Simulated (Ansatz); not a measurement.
`C[O][GeH2][C]#N` + `[CH3][In]([OH])[F]` → `C[O][GeH2][OH]` + `[CH3][In]([F])[C]#N`  (redistribution)

Isolated molecules relaxed with PBE0-D4/def2-TZVP in Ansatz; ΔE leaves out vibrations. CCSD(T)/CBS is the MP2 limit (def2-TZVPP, def2-QZVPP) plus CCSD(T) − MP2 in def2-TZVPP, frozen cores. DFT in def2-TZVPP. def2 core potentials past Kr. For Ge, In outer-core shells are correlated without core-valence functions, which leaves a few kJ/mol of doubt a bond. Scalar relativity is left out up to krypton. Each species was taken in one conformer, which may not be the lowest.

CCSD(T)/CBS gives -23.3 kJ/mol.

(1) Another level gave -27.5 kJ/mol. Which?
A. revPBE-D4/def2-TZVPP
B. BHLYP/def2-TZVPP
C. HF/def2-TZVPP
D. PBE0/def2-TZVPP

Largest T1 diagnostic among the species: 0.016.

Answers

(1) D. PBE0 -27.5, revPBE-D4 -19.6, BHLYP -33.1, HF/def2-TZVPP -43.4 kJ/mol.

Leaving LDA and LC-ωPBE aside and taking each functional with its dispersion term where it has one, the values, not all of them listed here, spread over 14.5 kJ/mol, from BHLYP-D4 to BLYP-D4. In def2-TZVPP, CCSD(T) changes the Hartree–Fock value by +13.6 kJ/mol (the triples alone add +2.1 kJ/mol) and MP2 by +15.8 kJ/mol.
